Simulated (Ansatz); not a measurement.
Geometry optimisation, UKS PBE/def2-SVP in Ansatz 0.2.0.

The input (input.yaml):

```yaml
crystal:
  periodic: [false, false, false]
  atoms:
    - { symbol: Si, position_ang: [-0.53051, 1.09667, -1.36736] }
    - { symbol: C, position_ang: [-0.17229, 0.44755, 0.25371] }
    - { symbol: C, position_ang: [0.54345, -0.47741, 0.82364] }
    - { symbol: Cl, position_ang: [0.69524, -0.76112, 2.58102] }
    - { symbol: H, position_ang: [-1.97411, 1.27281, -1.58852] }
    - { symbol: H, position_ang: [1.17329, -1.17149, 0.29077] }
magnetization:
  spin_polarized: true
  initial_magnetization: 1
basis:
  gaussian: { orbitals: def2-SVP }
hamiltonian:
  xc: pbe
relax:
  f_tol: 0.015
  max_steps: 40
```

Command:

```bash
$ ansatz run input.yaml --threads 2 --pin off --max-ram 3072MiB --backend cpu --events-out ev --progress --plain --runs-dir out
```

Task: Where does it end, and by what steps?

Result: The forces met the threshold. After 10 steps the energy has fallen by 0.235 eV; C2 moved furthest, 0.31 Å.

```csv
step,energy less start (eV),largest force component (eV/Å),accepted
0,0.0000,1.850,yes
1,-0.1312,0.881,yes
2,-0.1250,0.710,no
3,-0.1762,0.404,yes
4,-0.2214,0.232,yes
5,-0.2219,0.254,yes
6,-0.2347,0.093,yes
7,-0.2351,0.052,yes
8,-0.2350,0.053,no
9,-0.2353,0.015,yes
10,-0.2353,0.008,yes
```

```xyz
6
Properties=species:S:1:pos:R:3
Si -0.544 1.273 -1.350
C -0.054 0.304 0.006
C 0.621 -0.545 0.777
Cl 0.460 -0.577 2.522
H -2.070 1.269 -1.375
H 1.323 -1.317 0.414
```

Time of the run: 21 s on 2 threads of Arm Neoverse V1, on a shared host, peak memory 0.16 GiB.
